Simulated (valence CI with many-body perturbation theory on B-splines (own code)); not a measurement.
**E1 line list for Eu30+**

Computed by configuration interaction combined with many-body perturbation theory (CI+MBPT): five valence electrons over a frozen Dirac-Fock core [Ar] 3d10, a basis of 11 s, 11 p, 10 d, 8 f, 5 g, 2 h functions for each j, with the one-electron correlation potential Σ1 (screened to all orders), the two-electron term Σ2, the three-electron term Σ3, Breit, model QED; selected single and double excitations, second order for the rest, scaled by the run's own slope (own B-spline code, finite nucleus).

No measured spectrum was set against this ion. As an estimate, large intervals hold to a few tenths of a per cent, small ones and those within an open d or f shell to about a per cent. Among the levels kept, up to 2000 cm⁻¹ of a level comes from second order outside the variational space, and about a tenth of that is noise between levels of different J, which matters for small intervals.

Lines 1 to 50 of 551 in falling wavelength, among levels below 2727100 cm⁻¹, chosen from the strongest by gf and those to the six lowest levels. Wavelengths and rates use the calculated energies. Electric multipoles are in the length gauge, E1 and E2 with the static RPA response of the core. Weak lines are less certain than strong ones. Lines between different terms over intervals too small for the method are left out, as are lines whose strength nearly cancels. Where a level lies close to another of its J and parity, the split of strength between their lines is uncertain.

Levels are named by their leading jj configuration (3d3/2^4 stands for four electrons in 3d with j = 3/2), which in mixed levels can hold well under half, so a name can repeat and another be missing. Letters in brackets count levels of one name in rising energy.

```
λ vac (Å)                               Upper                               Lower   A (s⁻¹)  log gf  Branch %
    296.4          (4s 4p1/2^2 4p3/2^2) J=3/2                (4s^2 4p3/2^3) J=3/2  8.25e+07   -2.36       0.1
    199.5        (4s 4p1/2 4p3/2^3) J=3/2 [a]                (4s^2 4p3/2^3) J=3/2  3.31e+08   -2.10       0.8
    196.0      (4s 4p1/2^2 4p3/2 4d5/2) J=9/2      (4s^2 4p1/2 4p3/2 4d5/2) J=9/2  2.88e+09   -0.78      32.1
    189.8          (4s 4p1/2^2 4p3/2^2) J=5/2          (4s^2 4p1/2 4p3/2^2) J=5/2  3.37e+09   -0.96      19.1
    185.3            (4s 4p1/2 4p3/2^3) J=5/2                (4s^2 4p3/2^3) J=3/2  3.83e+09   -0.93      24.5
    185.0     (4s 4p1/2 4p3/2^2 4d5/2) J=11/2          (4s^2 4p3/2^2 4d5/2) J=9/2  6.43e+09   -0.40      28.5
    185.0  (4s 4p1/2 4p3/2^2 4d3/2) J=7/2 [c]          (4s^2 4p3/2^2 4d3/2) J=7/2  4.47e+09   -0.74       1.0
    183.0      (4s 4p1/2^2 4p3/2 4d5/2) J=9/2  (4s^2 4p1/2 4p3/2 4d5/2) J=7/2 [a]  6.04e+09   -0.52      67.2
    182.3  (4s 4p1/2 4p3/2^2 4d5/2) J=9/2 [b]          (4s^2 4p3/2^2 4d5/2) J=7/2  4.13e+09   -0.69      25.9
    181.0  (4s^2 4p1/2 4p3/2 4d3/2) J=3/2 [a]                (4s^2 4p3/2^3) J=3/2  1.23e+09   -1.62      11.8
    180.6  (4s^2 4p1/2 4p3/2 4d3/2) J=1/2 [a]                (4s^2 4p3/2^3) J=3/2  1.20e+09   -1.93       4.9
    178.2          (4s 4p1/2^2 4p3/2^2) J=5/2          (4s^2 4p1/2 4p3/2^2) J=3/2  6.00e+09   -0.77      34.0
    174.5      (4s^2 4p1/2 4p3/2 4d3/2) J=5/2                (4s^2 4p3/2^3) J=3/2  1.28e+09   -1.45       7.5
    170.8          (4s 4p1/2^2 4p3/2^2) J=1/2          (4s^2 4p1/2 4p3/2^2) J=1/2  1.22e+10   -0.97      15.2
    170.5          (4s^2 4p1/2^2 4d3/2) J=3/2          (4s^2 4p1/2 4p3/2^2) J=5/2  4.68e+09   -1.09      24.1
    165.0  (4s 4p1/2^2 4p3/2 4d5/2) J=5/2 [b]  (4s^2 4p1/2 4p3/2 4d5/2) J=7/2 [b]  6.68e+09   -0.79       2.8
    163.9  (4s 4p1/2 4p3/2^2 4d5/2) J=9/2 [c]          (4s^2 4p3/2^2 4d5/2) J=9/2  3.94e+09   -0.80       8.0
    161.1          (4s^2 4p1/2^2 4d3/2) J=3/2          (4s^2 4p1/2 4p3/2^2) J=3/2  1.35e+09   -1.68       6.9
    159.7             (4p1/2^2 4p3/2^3) J=3/2            (4s 4p1/2 4p3/2^3) J=5/2  1.95e+10   -0.53      20.6
    159.5            (4s 4p1/2 4p3/2^3) J=1/2                (4s^2 4p3/2^3) J=3/2  5.21e+09   -1.40       2.5
    156.8  (4s 4p1/2^2 4p3/2 4d5/2) J=7/2 [b]      (4s^2 4p1/2 4p3/2 4d5/2) J=9/2  1.20e+10   -0.45      17.0
    153.3        (4s 4p1/2 4p3/2^3) J=3/2 [b]                (4s^2 4p3/2^3) J=3/2  4.76e+09   -1.17       1.5
    149.7          (4s 4p1/2^2 4p3/2^2) J=3/2          (4s^2 4p1/2 4p3/2^2) J=5/2  8.06e+09   -0.96       5.7
    147.7  (4s^2 4p1/2 4p3/2 4d5/2) J=5/2 [a]                (4s^2 4p3/2^3) J=3/2  8.07e+08   -1.80       0.2
    142.4          (4s 4p1/2^2 4p3/2^2) J=3/2          (4s^2 4p1/2 4p3/2^2) J=3/2  3.43e+09   -1.38       2.4
    139.1  (4s^2 4p1/2 4p3/2 4d5/2) J=5/2 [b]                (4s^2 4p3/2^3) J=3/2  2.17e+09   -1.42       0.5
    137.6          (4s^2 4p1/2^2 4d5/2) J=5/2          (4s^2 4p1/2 4p3/2^2) J=5/2  5.17e+08   -2.06       0.4
    136.5  (4s^2 4p1/2 4p3/2 4d5/2) J=3/2 [a]                (4s^2 4p3/2^3) J=3/2  5.12e+09   -1.24       1.0
    131.4          (4s^2 4p1/2^2 4d5/2) J=5/2          (4s^2 4p1/2 4p3/2^2) J=3/2  1.16e+09   -1.75       1.0
    129.5  (4s^2 4p1/2 4p3/2 4d5/2) J=5/2 [c]                (4s^2 4p3/2^3) J=3/2  7.22e+08   -1.96       0.1
    128.7  (4s^2 4p1/2 4p3/2 4d5/2) J=3/2 [b]                (4s^2 4p3/2^3) J=3/2  1.77e+09   -1.75       0.8
    126.8        (4s 4p1/2 4p3/2^3) J=3/2 [a]          (4s^2 4p1/2 4p3/2^2) J=1/2  4.43e+08   -2.37       1.0
    120.7  (4s 4p1/2 4p3/2^2 4d5/2) J=9/2 [a]  (4s^2 4p1/2 4p3/2 4d5/2) J=7/2 [a]  1.54e+10   -0.47      77.0
    120.2        (4s 4p1/2 4p3/2^3) J=3/2 [a]          (4s^2 4p1/2 4p3/2^2) J=5/2  1.77e+09   -1.81       4.2
    119.2  (4s 4p1/2 4p3/2^2 4d5/2) J=9/2 [b]      (4s^2 4p1/2 4p3/2 4d5/2) J=9/2  7.65e+09   -0.79      48.0
    119.1  (4s^2 4p1/2 4p3/2 4d3/2) J=3/2 [a]          (4s^2 4p1/2 4p3/2^2) J=1/2  2.72e+08   -2.64       2.6
    118.9  (4s^2 4p1/2 4p3/2 4d3/2) J=1/2 [a]          (4s^2 4p1/2 4p3/2^2) J=1/2  2.54e+09   -1.97      10.3
    118.6     (4s 4p1/2 4p3/2^2 4d5/2) J=11/2      (4s^2 4p1/2 4p3/2 4d5/2) J=9/2  1.62e+10   -0.39      71.5
    118.6          (4s 4p1/2^2 4p3/2^2) J=5/2          (4s^2 4p1/2^2 4p3/2) J=3/2  8.28e+09   -0.98      46.9
    117.2  (4s 4p1/2^2 4p3/2 4d5/2) J=3/2 [a]          (4s 4p1/2^2 4p3/2^2) J=3/2  1.92e+10   -0.80      25.4
    116.3            (4s 4p3/2^3 4d3/2) J=7/2          (4s^2 4p3/2^2 4d3/2) J=7/2  1.40e+10   -0.64       2.5
    115.5        (4s 4p1/2 4p3/2^3) J=3/2 [a]          (4s^2 4p1/2 4p3/2^2) J=3/2  2.90e+10   -0.63      68.7
    115.5            (4s 4p3/2^3 4d3/2) J=3/2          (4s^2 4p3/2^2 4d3/2) J=5/2  2.36e+10   -0.72       3.8
    114.9            (4s 4p1/2 4p3/2^3) J=5/2          (4s^2 4p1/2 4p3/2^2) J=5/2  1.15e+10   -0.87      73.3
    114.9            (4s 4p3/2^3 4d5/2) J=9/2          (4s^2 4p3/2^2 4d5/2) J=9/2  3.26e+10   -0.19      32.1
    114.3  (4s 4p1/2^2 4p3/2 4d5/2) J=7/2 [a]          (4s^2 4p1/2^2 4d5/2) J=5/2  1.04e+10   -0.79       7.0
    113.3            (4s 4p3/2^3 4d5/2) J=9/2          (4s^2 4p3/2^2 4d5/2) J=7/2  2.26e+10   -0.36      22.3
    113.3  (4s^2 4p1/2 4p3/2 4d3/2) J=3/2 [a]          (4s^2 4p1/2 4p3/2^2) J=5/2  5.77e+09   -1.35      55.4
    112.7  (4s 4p1/2^2 4p3/2 4d5/2) J=5/2 [a]          (4s 4p1/2^2 4p3/2^2) J=3/2  1.54e+10   -0.75      15.3
    112.1        (4s 4p3/2^3 4d5/2) J=5/2 [a]          (4s^2 4p3/2^2 4d5/2) J=7/2  2.03e+10   -0.64       5.4
```

Question: How does gf follow from A for the line at 165.0 Å?

Answer: gf = 1.4992 × (2J+1)_upper × A / σ², with σ = 606045 cm⁻¹ and 2J+1 = 6: gf = 0.163.
